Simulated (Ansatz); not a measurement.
Relaxation of H7PSn (9 atoms, charge 0, multiplicity 1), to a largest force component of 0.03 eV/Å in at most 50 steps.

Theory: RKS BHLYP/def2-SVP in Ansatz 0.2.0.

```xyz
9
Properties=species:S:1:pos:R:3
Sn -0.592 -0.075 -0.410
H 0.058 0.135 2.460
H 0.897 0.032 0.412
H -0.698 1.238 -1.498
H -0.616 -1.528 -1.312
P -2.480 0.088 1.184
H -3.457 -0.272 0.222
H -2.322 -1.231 1.675
H -0.492 0.301 2.887
```

Task: Where does it end, and by what steps?

Result: The forces met the threshold. The force dipped under the threshold on the way, but the program's further checks kept it going. After 21 steps the energy has fallen by 0.188 eV; H2 moved furthest, 1.24 Å.

```json
{"step": "0", "energy less start (eV)": "0.0000", "largest force component (eV/Å)": "1.255", "accepted": "yes"}
{"step": "1", "energy less start (eV)": "-0.1174", "largest force component (eV/Å)": "0.195", "accepted": "yes"}
{"step": "2", "energy less start (eV)": "-0.1576", "largest force component (eV/Å)": "0.281", "accepted": "yes"}
{"step": "3", "energy less start (eV)": "-0.1742", "largest force component (eV/Å)": "0.043", "accepted": "yes"}
{"step": "4", "energy less start (eV)": "-0.1382", "largest force component (eV/Å)": "0.337", "accepted": "no"}
{"step": "5", "energy less start (eV)": "-0.1771", "largest force component (eV/Å)": "0.067", "accepted": "yes"}
{"step": "6", "energy less start (eV)": "-0.1794", "largest force component (eV/Å)": "0.168", "accepted": "yes"}
{"step": "7", "energy less start (eV)": "-0.1808", "largest force component (eV/Å)": "0.213", "accepted": "yes"}
{"step": "8", "energy less start (eV)": "-0.1824", "largest force component (eV/Å)": "0.100", "accepted": "yes"}
{"step": "9", "energy less start (eV)": "-0.1832", "largest force component (eV/Å)": "0.027", "accepted": "yes"}
{"step": "10", "energy less start (eV)": "-0.1839", "largest force component (eV/Å)": "0.076", "accepted": "yes"}
{"step": "11", "energy less start (eV)": "-0.1785", "largest force component (eV/Å)": "0.596", "accepted": "no"}
{"step": "12", "energy less start (eV)": "-0.1856", "largest force component (eV/Å)": "0.020", "accepted": "yes"}
{"step": "13", "energy less start (eV)": "-0.1842", "largest force component (eV/Å)": "0.333", "accepted": "no"}
{"step": "14", "energy less start (eV)": "-0.1860", "largest force component (eV/Å)": "0.099", "accepted": "yes"}
{"step": "15", "energy less start (eV)": "-0.1837", "largest force component (eV/Å)": "0.242", "accepted": "no"}
{"step": "16", "energy less start (eV)": "-0.1866", "largest force component (eV/Å)": "0.042", "accepted": "yes"}
{"step": "17", "energy less start (eV)": "-0.1869", "largest force component (eV/Å)": "0.026", "accepted": "yes"}
{"step": "18", "energy less start (eV)": "-0.1872", "largest force component (eV/Å)": "0.055", "accepted": "yes"}
{"step": "19", "energy less start (eV)": "-0.1871", "largest force component (eV/Å)": "0.158", "accepted": "no"}
{"step": "20", "energy less start (eV)": "-0.1872", "largest force component (eV/Å)": "0.033", "accepted": "yes"}
{"step": "21", "energy less start (eV)": "-0.1877", "largest force component (eV/Å)": "0.010", "accepted": "yes"}
```

```xyz
9
Properties=species:S:1:pos:R:3
Sn -0.658 -0.119 -0.741
H 0.300 0.225 3.675
H 0.867 -0.059 0.020
H -0.826 1.222 -1.784
H -0.782 -1.560 -1.649
P -2.443 0.043 1.042
H -3.506 -0.256 0.153
H -2.288 -1.300 1.467
H -0.365 0.492 3.439
```

Whether the end is a true minimum wasn't checked by a vibrational analysis.

Time of the run: 90 s on 1 thread of Intel(R) Xeon(R) Platinum 8175M CPU @ 2.50GHz (Skylake/Cascade Lake) (shared host), peak memory 0.17 GiB.
